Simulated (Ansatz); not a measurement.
Molecule: sum formula SiBrF, net charge -1, doublet state. 
Coordinates optimised at B3LYP-D3(BJ)/def2-TZVP (Ansatz, an electronic-structure program):
```
Si
F 1 1.6783
Br 1 2.5083 2 97.89
```
Charge -1, spin multiplicity 2.

Basis-set convergence of Hartree-Fock and CCSD correlation energies (hartree) with Ansatz. Cores are frozen in the correlated levels unless marked. UHF or UKS for open shells. No spin-orbit coupling. Frozen are the shells of the preceding noble gas and the d and f shells that filled before the atom's block. No relativistic terms.

```
basis        functions        E(HF)  E(corr, CCSD)
-----------  ---------  -----------  -------------
def2-SVPD           88  -2960.41173       -0.42741
def2-TZVPPD        145   (withheld)     (withheld)
```

Q: What belongs in the gaps?

A: 
- def2-TZVPPD, E(HF): -2960.94803
- def2-TZVPPD, E(corr, CCSD): -0.53797
